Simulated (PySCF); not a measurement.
**`C#Cc1cc(-c2ccncc2)c2ccccn12`, C15H10N2**

Geometry:
| atom | x (Å) | y (Å) | z (Å) |
| --- | --- | --- | --- |
| C1 | 3.593 | 3.032 | -0.955 |
| C2 | 2.688 | 2.278 | -0.714 |
| C3 | 1.641 | 1.393 | -0.428 |
| C4 | 0.275 | 1.626 | -0.396 |
| C5 | -0.376 | 0.426 | -0.078 |
| C6 | -1.813 | 0.242 | 0.021 |
| C7 | -2.441 | -0.936 | -0.391 |
| C8 | -3.815 | -1.038 | -0.272 |
| N9 | -4.587 | -0.075 | 0.206 |
| C10 | -3.998 | 1.049 | 0.582 |
| C11 | -2.634 | 1.261 | 0.512 |
| C12 | 0.625 | -0.540 | 0.104 |
| C13 | 0.624 | -1.886 | 0.505 |
| C14 | 1.806 | -2.562 | 0.619 |
| C15 | 3.026 | -1.904 | 0.342 |
| C16 | 3.025 | -0.593 | -0.012 |
| N17 | 1.851 | 0.078 | -0.118 |
| H18 | 4.370 | 3.702 | -1.171 |
| H19 | -0.194 | 2.566 | -0.614 |
| H20 | -1.869 | -1.743 | -0.821 |
| H21 | -4.332 | -1.938 | -0.581 |
| H22 | -4.660 | 1.816 | 0.962 |
| H23 | -2.205 | 2.193 | 0.846 |
| H24 | -0.316 | -2.361 | 0.733 |
| H25 | 1.820 | -3.596 | 0.925 |
| H26 | 3.958 | -2.439 | 0.423 |
| H27 | 3.920 | -0.025 | -0.218 |

Level of theory: PySCF 2.14.0, quadratic response CAM-B3LYP/def2-SVPD first hyperpolarisability, Taylor convention, gas phase. Geometry: GFN2-xTB.

Question: Give the tensor of the static β(0;0,0) in the axes of these coordinates.

Answer: In au, Taylor convention; rows are the first index (the induced dipole):
|  | xx | yy | zz | xy | xz | yz |
| --- | --- | --- | --- | --- | --- | --- |
| x | +1422.4 | -541.8 | -78.8 | -226.1 | +3.3 | +139.5 |
| y | -226.1 | +36.7 | -8.8 | -541.8 | +139.5 | +10.5 |
| z | +3.3 | +10.5 | +11.2 | +139.5 | -78.8 | -8.8 |

Norm of βᵢ = ⅓ Σⱼ (βᵢⱼⱼ + βⱼᵢⱼ + βⱼⱼᵢ): 826.4 au, hyper-Rayleigh value 596.9 au.
